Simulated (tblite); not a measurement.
C9H9 (doublet state).
Geometry (GFN2-xTB, Å), atoms numbered from 1 in this order:
```xyz
18
C9H9 angstrom
C     -2.9333    0.0856   -0.4498
C     -2.0473    0.8924   -1.1005
C     -0.6962    0.7389   -0.8022
C     -0.2789   -0.2082    0.1277
C      1.1506   -0.3977    0.4679
C      2.1026    0.7687    0.5145
C      2.2275   -0.2445   -0.5742
C     -1.2314   -1.0024    0.7587
C     -2.5855   -0.8583    0.4701
H     -2.3636    1.6292   -1.8239
H      0.0214    1.3695   -1.3068
H      1.3114   -1.1729    1.2081
H      2.8497    0.7818    1.2937
H      1.7157    1.7460    0.2699
H      3.0606   -0.9305   -0.5464
H      1.9270    0.0304   -1.5735
H     -0.9216   -1.7428    1.4835
H     -3.3173   -1.4790    0.9652
```

Computed values, GFN2-xTB/tblite, gas phase, harmonic and unscaled. This tight-binding method is rough: wavenumbers can miss measured ones by several per cent, in bad cases by 10 to 20. One conformer, not necessarily the lowest. Open shells enter through the occupations alone, without spin polarisation, and single modes of such species can be off by tens of per cent.

Harmonic wavenumbers (cm⁻¹): 67.6, 151.3, 195.5, 327.1, 341.7, 375.8, 482.3, 519.6, 562.4, 640.9, 732.6, 768.5, 806.8, 826.6, 866.2, 888.2, 900.3, 944.4, 958.0, 1004.6, 1045.4, 1066.8, 1072.0, 1089.0, 1100.0, 1123.6, 1156.7, 1178.3, 1209.3, 1238.4, 1270.7, 1277.1, 1366.7, 1407.7, 1440.0, 1440.9, 1490.8, 1540.1, 1600.8, 3039.7, 3055.9, 3065.1, 3074.0, 3075.9, 3087.7, 3088.9, 3094.5, 3110.6.

A = 4272, B = 1163, C = 984.9 MHz; mass 117.070 u (most abundant isotopes); point group Cs, symmetry number 1; spin multiplicity 2.

**Question.** What is the zero-point energy?

**Answer.** Half the sum of the wavenumbers: 32084 cm⁻¹ = 91.73 kcal/mol.

**Question.** Entropy at 500 K, 1 bar (ideal gas, RRHO, classical rotation)?

**Answer.** Translation 42.78, rotation 30.12, vibration 34.65, spin (R ln 2) 1.38: S = 108.9 cal/(mol K).

**Question.** And Cp and H(500 K) − H(0)?

**Answer.** Cp = 52.10 cal/(mol K), of which vibrations give 44.15 (their classical limit is 48 R = 95.4); H(500 K) − H(0) = 13.97 kcal/mol without the zero-point energy, 10.00 from vibrations.

**Question.** What must be added to the electronic energy to get the Gibbs energy at 500 K and 1 bar?

**Answer.** ZPE + [H(500 K) − H(0)] − T·S = 91.73 + 13.97 − 54.46 = 51.24 kcal/mol.

**Question.** How do the functions run with temperature in this model?

**Answer.** 
```json
{"T (K)": "50", "S (cal/(mol K))": "57.1", "Cp (cal/(mol K))": "10.2", "H − H(0) (kcal/mol)": "0.44", "G − H(0) (kcal/mol)": "-2.42", "ln q(vib)": "0.17"}
{"T (K)": "100", "S (cal/(mol K))": "65.2", "Cp (cal/(mol K))": "13.5", "H − H(0) (kcal/mol)": "1.03", "G − H(0) (kcal/mol)": "-5.49", "ln q(vib)": "0.68"}
{"T (K)": "298.15", "S (cal/(mol K))": "87.4", "Cp (cal/(mol K))": "32.0", "H − H(0) (kcal/mol)": "5.38", "G − H(0) (kcal/mol)": "-20.67", "ln q(vib)": "3.57"}
{"T (K)": "373.15", "S (cal/(mol K))": "95.4", "Cp (cal/(mol K))": "40.2", "H − H(0) (kcal/mol)": "8.09", "G − H(0) (kcal/mol)": "-27.52", "ln q(vib)": "4.91"}
{"T (K)": "750", "S (cal/(mol K))": "133.3", "Cp (cal/(mol K))": "68.0", "H − H(0) (kcal/mol)": "29.16", "G − H(0) (kcal/mol)": "-70.84", "ln q(vib)": "12.53"}
{"T (K)": "1000", "S (cal/(mol K))": "154.3", "Cp (cal/(mol K))": "77.8", "H − H(0) (kcal/mol)": "47.46", "G − H(0) (kcal/mol)": "-106.87", "ln q(vib)": "17.63"}
```

q(vib) and H(0) count from the zero-point level.

**Question.** Blend soft modes into free rotors: weight 1/[1 + (100 cm⁻¹/ν̃)⁴] for the oscillator and the rest for a rotor with moment μB/(μ + B), μ = h/(8π²ν), B = 10⁻⁴⁴ kg m². What vibrational entropy results?

**Answer.** 33.29 cal/(mol K) in place of 34.65, which changes −T·S at 500 K by +0.68 kcal/mol.

Hindered rotation and anharmonicity are outside this model. Other conformers, if any are populated, would add a mixing term that is left out.

On one thread of an INTEL XEON PLATINUM 8581C at 2.10 GHz, no GPU, shared host, this took 0.56 s wall. The figure is for the frequency step alone.
